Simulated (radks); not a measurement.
Results of a calculation; reference values are marked as such.
Al-, configuration [Ne] 3s2 3p2. Code: a radial shooting solver on a logarithmic mesh with Libxc functionals. Model: non-relativistic Kohn-Sham, LDA (Slater exchange, VWN5 correlation), spin-polarised, spherical densities, point nucleus; open shells are filled with parallel spins first; hard spherical wall at 5 bohr.

Normalised radial functions P(r) = r R(r), r in bohr:

```
   r/bohr * 3s up (the largest magnitude, 0.69, reaches the edge; | marks zero)
 0.008578                             | *
    0.012                             | *
  0.01693                             |  *
  0.02388                             |   *
  0.03342                             |    *
  0.04714                             |     *
   0.0665                             |     *
  0.09306                             |    *
   0.1313                             |  *
   0.1852                           * |
   0.2591                      *      |
   0.3655                  *          |
   0.5155                  *          |
   0.7214                         *   |
    1.018                             |       *
    1.435                             |                    *
    2.009                             |                          *
    2.833                             |                       *
    3.997                             |           *
```

3s up: eigenvalue 2.685 eV, 2 radial nodes at r = 0.163, 0.811 bohr, <r> = 2.41 bohr, 90 % of the charge inside 3.52 bohr.
